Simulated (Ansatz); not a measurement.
Calculated with Ansatz (gas phase, PBE0-D4/def2-TZVP geometries, no zero-point term in ΔE). CBS: MP2 limit from def2 TZ/QZ plus the TZ coupled-cluster correction, frozen cores. This one scheme is used for every species. For Se outer-core shells are correlated without core-valence functions, which leaves a few kJ/mol of doubt a bond. Scalar relativity is left out up to krypton. One conformer a species, not always the lowest.

Consider the ligand exchange at the Se–C bond: `C[Se]C#N` + `[SiH3][SeH]` → `C[Se][Se][SiH3]` + `C#N`.

| species | CCSD(T)/def2-SVP energy (Eh) |
| --- | --- |
| `C[Se]C#N` | -2532.05073 |
| `[SiH3][SeH]` | -2691.11608 |
| `C[Se][Se][SiH3]` | -5130.07431 |
| `C#N` | -93.10523 |

Work out ΔE.

ΔE = (-5130.07431) + (-93.10523) − (-2532.05073) − (-2691.11608) = -0.01273 Eh = -8.0 kcal/mol. CCSD(T)/CBS gives -10.6 kcal/mol.

Largest T1 diagnostic among the species: 0.014.

At CCSD(T), def2-SVP lies +2.6 kcal/mol from the extrapolated value and def2-TZVPP +2.2 kcal/mol. Leaving LDA and LC-ωPBE aside and taking each functional with its dispersion term where it has one, the values, not all of them listed here, spread over 3.3 kcal/mol, from BHLYP-D4 to B97M-V.
